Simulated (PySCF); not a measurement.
Species: C₂H₆GeOSi.
Cartesian coordinates in Å at the PBE0-D3(BJ)/def2-SVP level; atoms count from 1:
```
atom  x, y, z in Å
O1    -2.7719    0.2759    1.5725
Si2   -2.2137    0.1401    0.0129
C3    -0.3838   -0.0403   -0.0260
C4     0.8357   -0.1499   -0.0499
Ge5    2.7287   -0.3395   -0.1082
H6    -2.4095    0.9950    2.0982
H7    -2.5536    1.3390   -0.8097
H8    -2.8479   -1.0788   -0.5476
H9     3.2036   -0.9543    1.2159
H10    3.3588    1.0469   -0.3050
H11    3.0902   -1.2590   -1.2831
```

Linear response at CAM-B3LYP/def2-SVPD (PySCF, frozen core in the response, non-relativistic). Relativistic effects, spin–orbit coupling among them, are left out although an element past zinc is present.

Static isotropic polarisability: 85.87 au (12.72 Å³), principal values 68.7, 70.2, 118.7 au.

(1) What is the polarisability at 1064 nm and at the sodium D line?

(2) What is the isotropic C6 coefficient between two such molecules, C6 = (3/π)∫α(iω)² dω?

(3) Which effective excitation energy ω̄ makes London's formula C6 = (3/4)α²ω̄ exact here?

(4) How anisotropic is the static polarisability, by Δα² = ½[(α1 − α2)² + (α2 − α3)² + (α3 − α1)²]?

(5) What molar refraction at the D line follows from R = (4π/3)·N_A·α′, with α′ the polarisability volume?

(6) What three-body coefficient follows from the one-pole estimate C9 = (3/4)·α·C6?

Results:

(1) 86.87 au at 1064 nm (+1.2 %), 89.26 au at 589.3 nm (+4.0 %). The rise at 589.3 nm is 3.38 times that at 1064 nm; a pure ω² law gives 3.26. The lowest singlet lies at 227 nm, shorter than both wavelengths.

(2) 2479 au (Eh·bohr⁶) by a ten-point quadrature over imaginary frequencies, which is 1480 eV·Å⁶ or 143 J·nm⁶/mol.

(3) ω̄ = 4·C6/(3α²) = 0.448 Eh = 12.2 eV. A one-pole form α(ω) = α/(1 − ω²/ω̄²) fitted to the 1064 nm value gives 10.8 eV.

(4) Δα = 49.3 au, or 0.57 of the isotropic value.

(5) α′ = 13.23 Å³ gives R = 33.37 cm³/mol, for isolated, non-vibrating species.

(6) 160000 au. This is an estimate from the two numbers above, not a computed integral.

On Intel Xeon Platinum 8488C, one thread, shared host, this took 23 s of wall time and 0.78 GiB of memory at its peak. This is the whole response run at CAM-B3LYP/def2-SVPD, SCF included.

One conformer stands for the species.
